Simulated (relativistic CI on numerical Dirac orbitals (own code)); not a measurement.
**Line list: Forbidden lines, Ir7+**

Computed by Dirac-Coulomb-Breit CI, KLI orbitals optimised for each configuration, QED by a radiative potential, valence Slater integrals scaled by 0.9, configuration energies shifted to the measured levels that pair with them (semi-empirical) (own radial code, finite nucleus).

Configurations in the expansion (outside the closed core [Kr] 4d10): 4f14 5s2 5p6 5d2, 4f14 5s2 5p6 5d 6s, 4f14 5s2 5p6 6s2, 4f14 5s2 5p6 5d 5f, 4f14 5s2 5p6 5d 6p, 4f14 5s2 5p5 5d3, 4f14 5s2 5p6 6s 6p, 4f14 5s2 5p6 5d 5g, 4f14 5s2 5p6 5f2, 4f14 5s2 5p6 5f 6s, 4f14 5s2 5p6 6p2, 4f14 5s2 5p4 5d4, 4f14 5s2 5p6 5d 6d, 4f14 5s2 5p6 5d 7s, 4f14 5s2 5p6 5f 6p, 4f14 5s 5p6 5d3, 4f14 5s2 5p5 5d2 5f, 4f14 5s2 5p6 5g2, 4f14 5s2 5p6 5d 7p, 4f12 5s2 5p6 5d4, 4f14 5s2 5p6 5g 6s, 4f14 5s2 5p6 5d 6f, 4f13 5s2 5p6 5d3, 4f14 5s2 5p5 5d 6s2, 4f14 5s2 5p6 5d 7d, 4f14 5s2 5p5 5d2 6s, 4f14 5s2 5p5 5d2 5g, 4f14 5s2 5p6 5g 6p, 4f13 5s2 5p6 5d 6s2, 4f14 5s2 5p5 5d 6s 6p. Levels of other configurations are missing.

```tsv
λ vac (Å)	Lower	Upper	Type	A (s⁻¹)	gf	Branching (%)
561.52	4f14 5s2 5p6 5d2 3F_3 [2]	4f14 5s2 5p6 5d 6s 1D_2 [13]	E2	4.76e+03	1.12e-06	8.7
580.98	4f14 5s2 5p6 5d2 3F_3 [2]	4f14 5s2 5p6 5d 6s 3D_3 [12]	E2	8.98e+03	3.18e-06	19.6
582.51	4f14 5s2 5p6 5d2 3F_2 [1]	4f14 5s2 5p6 5d 6s 3D_2 [11]	E2	1.57e+04	3.99e-06	34.2
590.12	4f14 5s2 5p6 5d2 3F_2 [1]	4f14 5s2 5p6 5d 6s 3D_1 [10]	E2	2.08e+04	3.26e-06	49.4
590.84	4f14 5s2 5p6 5d2 3F_4 [4]	4f14 5s2 5p6 5d 6s 1D_2 [13]	E2	2.68e+03	7.00e-07	4.9
593.39	4f14 5s2 5p6 5d2 1D_2 [5]	4f14 5s2 5p6 5d 6s 1D_2 [13]	E2	6.66e+03	1.76e-06	12.2
612.42	4f14 5s2 5p6 5d2 3F_4 [4]	4f14 5s2 5p6 5d 6s 3D_3 [12]	E2	2.09e+04	8.22e-06	45.7
615.16	4f14 5s2 5p6 5d2 1D_2 [5]	4f14 5s2 5p6 5d 6s 3D_3 [12]	E2	5.05e+03	2.00e-06	11.0
625.57	4f14 5s2 5p6 5d2 3P_1 [6]	4f14 5s2 5p6 5d 6s 3D_3 [12]	E2	4.11e+03	1.69e-06	9.0
627.40	4f14 5s2 5p6 5d2 3F_3 [2]	4f14 5s2 5p6 5d 6s 3D_2 [11]	E2	1.24e+04	3.65e-06	27.0
636.23	4f14 5s2 5p6 5d2 3F_3 [2]	4f14 5s2 5p6 5d 6s 3D_1 [10]	E2	9.76e+03	1.78e-06	23.2
645.74	4f14 5s2 5p6 5d2 3P_0 [3]	4f14 5s2 5p6 5d 6s 3D_2 [11]	E2	3.53e+03	1.10e-06	7.7
647.00	4f14 5s2 5p6 5d2 1G_4 [7]	4f14 5s2 5p6 5d 6s 1D_2 [13]	E2	2.72e+04	8.53e-06	49.9
655.38	4f14 5s2 5p6 5d2 3P_2 [8]	4f14 5s2 5p6 5d 6s 1D_2 [13]	E2	1.13e+04	3.64e-06	20.7
664.22	4f14 5s2 5p6 5d2 3F_4 [4]	4f14 5s2 5p6 5d 6s 3D_2 [11]	E2	8.72e+03	2.88e-06	19.0
667.44	4f14 5s2 5p6 5d2 1D_2 [5]	4f14 5s2 5p6 5d 6s 3D_2 [11]	E2	3.27e+03	1.09e-06	7.1
672.97	4f14 5s2 5p6 5d2 1G_4 [7]	4f14 5s2 5p6 5d 6s 3D_3 [12]	E2	3.53e+03	1.68e-06	7.7
677.45	4f14 5s2 5p6 5d2 1D_2 [5]	4f14 5s2 5p6 5d 6s 3D_1 [10]	E2	5.18e+03	1.07e-06	12.3
682.04	4f14 5s2 5p6 5d2 3P_2 [8]	4f14 5s2 5p6 5d 6s 3D_3 [12]	E2	2.78e+03	1.36e-06	6.1
690.10	4f14 5s2 5p6 5d2 3P_1 [6]	4f14 5s2 5p6 5d 6s 3D_1 [10]	E2	6.25e+03	1.34e-06	14.8
736.05	4f14 5s2 5p6 5d2 1G_4 [7]	4f14 5s2 5p6 5d 6s 3D_2 [11]	E2	1.19e+03	4.82e-07	2.6
783.81	4f14 5s2 5p6 5d2 1S_0 [9]	4f14 5s2 5p6 5d 6s 1D_2 [13]	E2	1.50e+03	6.90e-07	2.7
2615.3	4f14 5s2 5p6 5d2 3P_1 [6]	4f14 5s2 5p6 5d2 1S_0 [9]	M1	3.17e+02	3.25e-07	92.0
3920.9	4f14 5s2 5p6 5d2 3F_3 [2]	4f14 5s2 5p6 5d2 3P_2 [8]	M1	1.75e+01	2.02e-07	21.1
4250.3	4f14 5s2 5p6 5d2 3F_3 [2]	4f14 5s2 5p6 5d2 1G_4 [7]	M1	5.20e+01	1.27e-06	75.2
4577.8	4f14 5s2 5p6 5d2 3F_2 [1]	4f14 5s2 5p6 5d2 1D_2 [5]	M1	3.07e+01	4.83e-07	89.7
6273.3	4f14 5s2 5p6 5d2 1D_2 [5]	4f14 5s2 5p6 5d2 3P_2 [8]	M1	4.59e+01	1.35e-06	55.2
6806.3	4f14 5s2 5p6 5d2 3F_4 [4]	4f14 5s2 5p6 5d2 1G_4 [7]	M1	1.70e+01	1.06e-06	24.5
8142.5	4f14 5s2 5p6 5d2 3F_2 [1]	4f14 5s2 5p6 5d2 3F_3 [2]	M1	4.09e+01	2.85e-06	100.0
11318.0	4f14 5s2 5p6 5d2 3F_3 [2]	4f14 5s2 5p6 5d2 3F_4 [4]	M1	1.12e+01	1.93e-06	99.9
```

Terms are leading LS components. Brackets give the number of a level in order of energy, since labels repeat. The list gives strong lines, with weight on those to low levels, without configurations that were not tied to measured data, among the lowest 400 of 4231 levels, so that lines to higher ones, which can be the strongest, are missing. Levels whose partners in the same complex of configurations lie outside the list can be far off, and so can their lines. Rates are taken at the computed energies, electric ones in the length gauge.

Configurations whose levels could be paired with our table of measured levels were shifted onto them, all but the ground configuration, by the median error of their levels; single terms can still be off by 1,000 to 2,000 cm⁻¹ or more, and rates follow the energies as ν³ (E1, M1) or ν⁵ (E2). The others borrow a shift and can be off by several thousand cm⁻¹ or more. Levels and lines within the n = 5 or 6 shells can be off by up to 10 % or somewhat more, and those that change n by about 2 %, since core polarisation is missing. 10 of the 12 excited levels that our extract of the measured tables holds in this range could be paired (the sources list more); they are missed by 563 cm⁻¹ on average and 2236 at most, after the shifts were fitted to these levels, and levels without a partner can miss by more. Some levels of the ground configuration have no partner and can miss by 10 % or more. Levels that differ in their count of f electrons can be misplaced by several ten thousand cm⁻¹, since the correlation energy of f electrons is missing or only estimated; rates across such gaps can be off by orders of magnitude.

Q: From the table, what is the radiative lifetime of 4f14 5s2 5p6 5d 6s 1D_2?

A: The listed rates from this level add up to about 5.41e+04 s⁻¹, 99 % of its decay; with all channels τ = 1.83e-05 s.

LS names give the leading component of a level, which can be under half, so a name can repeat, a term be missing and a line seem to break the LS rules.
